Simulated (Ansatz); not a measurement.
Consider the formal exchange of groups at the Si–C bond: `[SiH3]/C=C/Cl` + `C=C([SiH3])CF` → `C=C([SiH3])C[SiH3]` + `F/C=C/Cl`.

Gas-phase electronic energies from Ansatz, PBE0-D4/def2-TZVP geometries. CCSD(T)/CBS is the MP2 limit (def2-TZVPP, def2-QZVPP) plus CCSD(T) − MP2 in def2-TZVPP, frozen cores. Double bonds are as drawn, so ΔE can hold a change between cis and trans. DFT in def2-TZVPP. B3LYP here is the variant with VWN-RPA as its local correlation; programs differ in this. One conformer a species, not always the lowest.

Problem. Is it downhill or uphill in electronic energy at CCSD(T)/CBS, and by how much? (An estimate is asked.)

Solution. Computed: Uphill: ΔE = +0.19 eV.

Problem. What do these levels give: PBE-D4, PBE0-D4, ωB97X-V, ωB97M-V, B2PLYP, r2SCAN, PBE0, B3LYP, MP2/def2-TZVPP, HF/def2-QZVPP, SCS-MP2/def2-QZVPP, CCSD/CBS(def2)? (Estimate.)

Solution. Computed: PBE-D4 0.11, PBE0-D4 0.13, ωB97X-V 0.16, ωB97M-V 0.15, B2PLYP 0.21, r2SCAN 0.18, PBE0 0.16, B3LYP 0.22, MP2/def2-TZVPP 0.17, HF/def2-QZVPP 0.30, SCS-MP2/def2-QZVPP 0.20, CCSD/CBS(def2) 0.20 eV.

Largest T1 diagnostic among the species: 0.012.

In def2-TZVPP, CCSD(T) changes the Hartree–Fock value by −0.12 eV (the triples alone add −0.01 eV) and MP2 by −0.12 eV. The D4 term adds −0.06 eV with B3LYP and −0.04 eV with PBE0; it sums over pairs of atoms, weighted by their polarisabilities, and B3LYP, whose exchange is more repulsive, gets the larger term.
